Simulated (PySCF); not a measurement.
## SeH₄, singlet: molecular constants

Level of theory: PBE0 in PySCF with Se def2-TZVP, H def2-TZVP; no relativity; density-fitted integrals.

The structure is a minimum.

```xyz
5
charge 0 multiplicity 1, angstrom
Se   -0.0222    0.0000    0.0000
H     0.4396   -1.0426   -1.0426
H     0.4396    1.0426    1.0426
H     0.4396   -1.0426    1.0426
H     0.4396    1.0426   -1.0426
```

```
Point group                                                                   : C4v
Bond lengths                                                                  : Se–H 1.545 Å (×4)
Bond angles                                                                   : H–Se–H 84.9° (×4), H–Se–H 145.2° (×2)
Lowest empty level                                                            : -1.14 eV
Zero-point energy                                                             : 78.0 kJ/mol
Highest occupied level                                                        : -6.41 eV
Entropy at 298.15 K and 1 bar                                                 : 229.4 J/(mol K)
Rotational constants                                                          : 3.242, 3.242, 1.924 cm⁻¹
Atomisation energy without zero-point energy                                  : 825 kJ/mol
Enthalpy at 298.15 K above 0 K                                                : 11.07 kJ/mol
Principal polarisabilities                                                    : 23.5, 40.0, 40.0 bohr³
Dipole moment                                                                 : 0.11 D
Heat capacity Cp at 298.15 K                                                  : 44.0 J/(mol K)
Principal quadrupole moments (Buckingham, traceless) about the centre of mass : -0.79, 0.40, 0.40 D Å
Rotational symmetry number                                                    : 4
```

Harmonic modes (masses in u: Se 79.917, H 1.008):
| symmetry | ω (cm⁻¹) | IR (km/mol, summed over degenerate members) | type |
| --- | --- | --- | --- |
| b1 | 372 | 0.0 | bend |
| a1 | 820 | 14.8 | bend |
| e | 1302 | 318 | bend |
| b2 | 1522 | 0.0 | bend |
| b1 | 1838 | 0.0 | stretch |
| e | 1882 | 880 | stretch |
| a1 | 2113 | 6.7 | stretch |

In C4v the vibrations span 2b1 + 2a1 + 2e + b2. The b1, b2 modes carry no infrared intensity, as symmetry demands.

Charges (e):
| atom | Mulliken | Löwdin | polar tensor | Mayer order to Se1 |
| --- | --- | --- | --- | --- |
| Se1 | -0.13 | 0.04 | 0.98 | – |
| H2,3,4,5 | 0.03 | -0.01 | -0.24 | 0.82 |

Mulliken populations on Se1: s 7.75, p 15.99, d 10.37, f 0.02.

Counting electrons, selenium keeps 2 of its valence electrons outside its bonds, so the VSEPR class is AX4E1 and the expected shape is see-saw (C2v). The calculation gives C4v instead.

Only a few start shapes were tried, so a lower isomer may exist.

The final relaxation and frequency run took 25 s on 2 threads of a shared Arm Neoverse N1 host, with 72 basis functions and 8 gradients; the process peaked at 1 GiB.
